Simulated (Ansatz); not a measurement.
Coupled-cluster diagnostics for the cluster Hg3S2⁺, Ansatz.

Geometry of the doublet (PBE-D4/def2-SVP):

```xyz
5

Hg   -0.9207   -1.4227    0.7545
Hg    3.6685    0.0417   -0.0448
Hg   -0.9722    1.4015   -0.7312
S    -2.8788   -0.0340    0.0343
S     1.1032    0.0136   -0.0128
```

In the def2 sets Hg takes a core potential; there is no spin–orbit coupling. Correlated methods freeze 10 core orbitals; core or outer-core shells of Hg are correlated, in sets that lack core-valence functions. Another isomer (doublet) lies 1.53 eV lower at PBE0-D4/def2-TZVP; other spin states weren't run for this one.

Q: Estimate the CCSD(T) correlation energy, the shares of MP2 and (T), T1 and the reference's ⟨S²⟩ for: charge 1, doublet, own geometry in def2-SVP; and the rough time on 4 threads of Arm Neoverse V2 on a shared host.

A: 
```csv
state,basis,correlation (eV),MP2 share (%),(T) share (%),T1,⟨S²⟩ (pure),wall time,remarks
"charge 1, doublet, own geometry",def2-SVP,-35.675,100.2,3.2,0.031,1.09 (0.75),5.1 min,spin-contaminated
```
Customary marks for T1 are 0.02 (closed shells), 0.045 (open shells) and about 0.05 (3d metals). T1 exceeds 0.02 in 1 of 1 rows and 0.045 in 0; the higher it lies, the less the single-reference result can be trusted.
